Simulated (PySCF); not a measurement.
Unknown compound

The spectra below were simulated for a compound C4H12OSi2.

¹H NMR (400 MHz, computed): δ 4.54 (m, 1H), 4.37 (m, 1H), 3.96 (m, 1H), 3.90 (t, 3H), 3.33 (q, 2H), 1.86 (m, 2H), 1.66 (m, 2H).

¹³C{¹H} NMR (computed): δ 80.1 (CH), 56.4 (CH2), 20.1 (CH2).

[PySCF: shielding tensors at PBE0/pcSseg-1 (GIAO); coordinates at the GFN2-xTB level; averaged over atoms made equivalent by symmetry, fast rotation or ring inversion; relativity neglected; a single conformation; gas phase]

References, each an isolated molecule treated in the same way: ¹H (31.72 ppm) and ¹³C (186.93 ppm) vs TMS.

Task: Deduce the structure.

Result: 
1. Rings plus π bonds: 1 (1 ring in the answer).
2. 3 carbon signals for 4 carbons: some carbons are equivalent by symmetry or fast rotation.
3. Carbon types of the structure: 1 × CH, 3 × CH2, leaving 5 H on heteroatoms.
4. δC 80.1: sp3 CH bonded to O; pulled downfield by the heteroatom.
5. δC 56.4: sp3 CH2 bonded to O and Si; pulled downfield by the heteroatom.
6. δC 20.1: sp3 CH2 bonded to Si.
7. δH 4.54, 4.37: hydrogen on a silicon bonded to 2 C, in a 4-membered ring.
8. δH 3.96: hydrogen on an sp3 CH bonded to O; its carbon carries O, an electronegative neighbour.
9. δH 3.90: hydrogen on a silicon bonded to C.
10. δH 3.33: hydrogen on an sp3 CH2 bonded to O and Si; its carbon carries O, which withdraws density.

The compound is SMILES [SiH3]COC1C[SiH2]C1.

The shifts were computed for this structure.

Shifts are as computed. Against solution values, carbons near 30 ppm lie about +3 ppm off and those near 130 ppm about +5 ppm. Of 1309 compounds with measured shifts, 239 miss one by over three times the rms of a fit or turn the order of signals round; such compounds aren't used in these exercises. No couplings were computed; multiplicities are counted from neighbouring protons, with m where these are inequivalent, close in shift, in a saturated or five-membered ring or joined by F or P, and br s for small geminal =CH2 splittings.
